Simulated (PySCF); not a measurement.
Gas-phase reaction: GaH + 4 NH2 → GaH3.NH3 + 3 NH

Computed with PySCF and rigid-rotor harmonic-oscillator thermochemistry at 1 bar. † marks an energy on the PBE0/def2-TZVP geometry and frequencies; other levels use their own. MP2 freezes the core. Open shells (unrestricted): NH2 (multiplicity 2), NH (multiplicity 3); the rest are closed-shell singlets. B3LYP is the form with VWN-RPA correlation. Ga: all electrons, no relativistic terms. Adducts (GaH3.NH3) have no counterpoise correction, and HF, PBE, BLYP, B3LYP and PBE0 lack dispersion. GaH, GaH3.NH3: computed as isolated molecules; such fragments, hydroxides, amides, oligomers or adducts are transient or little studied in the gas. MP2 isn't extrapolated to the basis-set limit; its ΔH°(298 K) is 34.9 kJ in def2-SVP and 85.7 kJ in def2-TZVPP. The harmonic model lacks anharmonicity and excited electronic states, which grow with temperature; levels with a mode under 35 cm⁻¹ are left out. Soft modes under 120 cm⁻¹ make the harmonic entropy rough for GaH3.NH3.

```
level             ΔE electronic, kJ  ΔH°(298 K), kJ  ΔS°(298 K), J/K  ΔG°(1600 K), kJ
----------------  -----------------  --------------  ---------------  ---------------
B3LYP/def2-TZVP†                157             153             -152              370
HF/def2-TZVP†                   -38             -42             -152              174
MP2/def2-SVP†                    38              35             -152              251
PBE/def2-TZVP†                  161             158             -152              374
PBE0/def2-QZVP†                 136             133             -152              349
PBE0/def2-SVP†                   91              88             -152              304
PBE0/def2-TZVP                  125             122             -152              338
```
ΔH° is lowest at HF/def2-TZVP† and highest at PBE/def2-TZVP†. No reference value is set beside these.
